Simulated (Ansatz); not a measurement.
`[CH3][AlH][GeH3]` and `[AlH2][GeH3]` differ in one atom or group.

Ansatz, PBE0-D4/def2-TZVP geometries, multiplicity 1. 

Scalar relativity is left out up to krypton.

```csv
property,`[CH3][AlH][GeH3]`
HOMO–LUMO gap (ωB97M-V/def2-TZVPP) / eV,9.29
size of the dipole moment (PBE/def2-TZVPP) / D,1.28
LUMO energy (PBE/def2-TZVPP) / eV,-2.43
HOMO–LUMO gap (PBE0/def2-TZVPP) / eV,5.67
size of the dipole moment (ωB97M-V/def2-TZVPP) / D,1.33
LUMO energy (ωB97M-V/def2-TZVPP) / eV,-0.07
```

**Question.** What does the change do to each property? (An estimate is asked.)

**Answer.** Computed: 
```
                                          property  `[AlH2][GeH3]`  shift
           HOMO–LUMO gap (ωB97M-V/def2-TZVPP) / eV            9.16  -0.13
    size of the dipole moment (PBE/def2-TZVPP) / D            0.35  -0.93
                 LUMO energy (PBE/def2-TZVPP) / eV           -2.84  -0.41
              HOMO–LUMO gap (PBE0/def2-TZVPP) / eV            5.52  -0.15
size of the dipole moment (ωB97M-V/def2-TZVPP) / D            0.48  -0.85
             LUMO energy (ωB97M-V/def2-TZVPP) / eV           -0.45  -0.38
```

With PBE0 the HOMO falls by 0.27 eV and the LUMO falls by 0.41 eV, so the gap narrows by about 0.14 eV. PBE moves the HOMO by -0.27 eV and ωB97M-V by -0.25 eV. Dipoles are sizes alone; their direction can turn.
